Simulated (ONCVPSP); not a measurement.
**Building the ONCV potential for copper (Cu) (PBE, non-relativistic).**

| Property | Result |
| --- | --- |
| Element | Cu (Z = 29) |
| Generator | ONCVPSP 4.0.1 |
| Type | optimised norm-conserving Vanderbilt (ONCV) |
| Functional | PBE |
| Relativity | non-relativistic |
| Frozen core | [Ar] |
| Valence charge | 11 |
| Reference configuration | 3d10 4s1 |
| Partial waves | 4s: rc 1.85 bohr, ncon 4, nbas 7, qcut 3.7 1/bohr, 3 projectors, debl 1.5 Ha; p scattering state at 0.07 Ha: rc 1.60 bohr, ncon 3, nbas 7, qcut 5.6 1/bohr, 2 projectors, debl 0.5 Ha; 3d: rc 1.20 bohr, ncon 5, nbas 10, qcut 12.5 1/bohr, 2 projectors, debl 0.7 Ha |
| Local potential | polynomial inside 0.85 bohr (lpopt 3, dvloc0 3 Ha) |
| Core correction | Teter function, fcfact 5.75, rcfact 1.8 |

All-electron outer shells of the reference configuration (PBE, non-relativistic, ld1.x):

| shell | level (eV) | outermost node (bohr) | outermost maximum (bohr) |
| --- | --- | --- | --- |
| 3p | -71.10 | 0.26 | 0.63 |
| 3d | -5.21 | – | 0.60 |
| 4s | -4.44 | 0.90 | 2.33 |

What the tests gave:

- Cutoffs needed: 69 Ha and 79 Ha (the cutoffs (Ha) at which the residual kinetic energy of the hardest occupied pseudo-wave falls to 1 and 0.1 mHa per electron)
- Ghost test: ghosts flagged at negative energy: s at -104.1 eV, p at -62.8 eV; GHOST(+) flagged for s at 47.1 eV; a true bound ghost makes a file unfit for plane-wave use
- Configuration tests: 1 of 4 tests not solved or not reliable
- rms error of d²Exc/dni dnj: 7.53 mHa without and 2.85 mHa with the model core

Generation and tests took about 5.2 s on one core of a shared server CPU.
